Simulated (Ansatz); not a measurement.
Compare A (`CC[O][Zr]([OH])([OH])[O]CC`) with its isomer B (`C[O][Zr]([O]C)([O]C)[O]C`).

Computed with Ansatz on PBE0-D4/def2-TZVP structures; ΔE is electronic, products minus reactants. CCSD(T)/CBS adds triple-zeta CCSD(T) − MP2 to the extrapolated MP2 energy (def2 sets, frozen cores). Functionals use def2-TZVPP. B3LYP here is the variant with VWN-RPA as its local correlation; programs differ in this. Elements past krypton have def2 core potentials. For Zr outer-core shells are correlated without core-valence functions, which leaves a few kJ/mol of doubt a bond. One conformer a species, not always the lowest.

**Question.** Which isomer does CCSD(T)/CBS put lower? Give the gap. (An estimate is asked.)

**Answer.** Ansatz gave: A, by 127.2 kJ/mol.

**Question.** Give E(B) − E(A) in kJ/mol with B3LYP-D4, r2SCAN-D4, PBE-D4, B2PLYP, CCSD(T)/def2-TZVPP, B3LYP, HF/def2-TZVPP. (Best estimate.)

**Answer.** The calculation gave: B3LYP-D4 107.1, r2SCAN-D4 117.7, PBE-D4 112.5, B2PLYP 110.5, CCSD(T)/def2-TZVPP 118.6, B3LYP 101.6, HF/def2-TZVPP 100.6. None reverses the order clearly.

Largest T1 diagnostic: 0.016.

In def2-TZVPP, CCSD(T) changes the Hartree–Fock value by +18.0 kJ/mol (the triples alone add +0.4 kJ/mol) and MP2 by +27.2 kJ/mol. The D4 term adds +5.5 kJ/mol with B3LYP and +3.0 kJ/mol with PBE0; it sums over pairs of atoms, weighted by their polarisabilities, and B3LYP, whose exchange is more repulsive, gets the larger term.
